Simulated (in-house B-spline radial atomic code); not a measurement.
Successive ionisation energies of thulium; each step leads to the configuration of the next row (after the last: bare). Dirac energy differences include first-order Breit, QED and recoil terms. NIST's values go from ground level to ground level; the uncertainty of those that are theory runs from under 0.1 % in few-electron ions to several per cent in heavy many-electron ones. Computed with a radial B-spline atomic code at the basis-set limit: Dirac-Hartree-Fock, jj configuration that fills j = l - 1/2 first, finite nuclei.

A number in brackets counts the electrons of a j subshell.

```
  ion               configuration  ionisation energy (eV)  tabulated value (eV)  computed minus tabulated (eV)  highest orbital  largest mean radius (bohr)
Tm57+                    [Ne] 3s2                  5900.9                  5901                              0            3s1/2                     0.20014
Tm58+                    [Ne] 3s1                  6023.1                  6023                              0            3s1/2                     0.19922
Tm59+                [He] 2s2 2p6                 13347.0                 13347                              0            2p3/2                    0.082773
Tm60+  [He] 2s2 2p1/2(2) 2p3/2(3)                 13661.4                 13651                             10            2p3/2                    0.082401
Tm61+  [He] 2s2 2p1/2(2) 2p3/2(2)                       ?                     ?                              ?                ?                           ?
Tm62+  [He] 2s2 2p1/2(2) 2p3/2(1)                 14299.7                 14300                              0            2p3/2                    0.081666
Tm63+           [He] 2s2 2p1/2(2)                       ?                     ?                              ?                ?                           ?
Tm64+           [He] 2s2 2p1/2(1)                 16036.0                 16036                              0            2p1/2                    0.080896
Tm65+                    [He] 2s2                 16505.1                 16510                             -5            2s1/2                    0.080493
Tm66+                    [He] 2s1                 16813.9              16814.34                              0            2s1/2                    0.080129
Tm67+                         1s2                       ?                     ?                              ?                ?                           ?
Tm68+                         1s1                 69387.1              69387.45                              0            1s1/2                    0.019773
```

(1) Fill in the row of Tm61+.

(2) Fill in the row of Tm63+.

(3) Fill in the row of Tm67+.

(4) Where is the largest jump?

Answers

(1) ionisation energy (eV): 13979.0; tabulated value (eV): 13988; computed minus tabulated (eV): -9; highest orbital: 2p3/2; largest mean radius (bohr): 0.082033.

(2) ionisation energy (eV): 15661.8; tabulated value (eV): 15663; computed minus tabulated (eV): -1; highest orbital: 2p1/2; largest mean radius (bohr): 0.081302.

(3) ionisation energy (eV): 67961.0; tabulated value (eV): 67965.25; computed minus tabulated (eV): -4; highest orbital: 1s1/2; largest mean radius (bohr): 0.019897.

(4) From Tm66+ to Tm67+, by a factor of 4.04 (16814 to 67961 eV); the highest orbital goes from 2s1/2 to 1s1/2.
